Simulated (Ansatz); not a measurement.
One change: `[SiH3]C1B[SiH2]1` becomes `BrC1B[SiH2]1`.

Ansatz, PBE0-D4/def2-TZVP geometries, multiplicity 1. 

Scalar relativity is left out up to krypton.

```json
{"property": "size of the dipole moment (B3LYP/def2-TZVPP) / D", "`[SiH3]C1B[SiH2]1`": "0.55"}
{"property": "HOMO energy (ωB97M-V/def2-TZVPP) / eV", "`[SiH3]C1B[SiH2]1`": "-8.93"}
{"property": "size of the dipole moment (ωB97M-V/def2-TZVPP) / D", "`[SiH3]C1B[SiH2]1`": "0.54"}
{"property": "HOMO–LUMO gap (B3LYP/def2-TZVPP) / eV", "`[SiH3]C1B[SiH2]1`": "4.53"}
{"property": "size of the dipole moment (PBE/def2-TZVPP) / D", "`[SiH3]C1B[SiH2]1`": "0.64"}
{"property": "ideal-gas entropy at 298 K and 1 bar (rigid rotor, harmonic PBE0-D4/def2-TZVP) / J/(mol·K)", "`[SiH3]C1B[SiH2]1`": "329"}
```

Question: What does the change do to each property? (An estimate is asked.)

Answer: Ansatz gave: 
| property | `BrC1B[SiH2]1` | shift |
| --- | --- | --- |
| size of the dipole moment (B3LYP/def2-TZVPP) / D | 2.22 | 1.67 |
| HOMO energy (ωB97M-V/def2-TZVPP) / eV | -9.09 | -0.16 |
| size of the dipole moment (ωB97M-V/def2-TZVPP) / D | 2.32 | 1.78 |
| HOMO–LUMO gap (B3LYP/def2-TZVPP) / eV | 4.67 | 0.14 |
| size of the dipole moment (PBE/def2-TZVPP) / D | 2.01 | 1.37 |
| ideal-gas entropy at 298 K and 1 bar (rigid rotor, harmonic PBE0-D4/def2-TZVP) / J/(mol·K) | 323 | -6 |

With PBE0 the HOMO falls by 0.21 eV and the LUMO falls by 0.06 eV, so the gap widens by about 0.15 eV. PBE moves the HOMO by -0.26 eV and ωB97M-V by -0.16 eV. The zero-point energy changes by -64.6 kJ/mol with -9 modes. Dipoles are sizes alone; their direction can turn.

B3LYP here is the variant with VWN-RPA as its local correlation; programs differ in this.

Spin–orbit coupling is left out; it splits and shifts lone-pair levels of the heavy atoms by tenths of an eV.
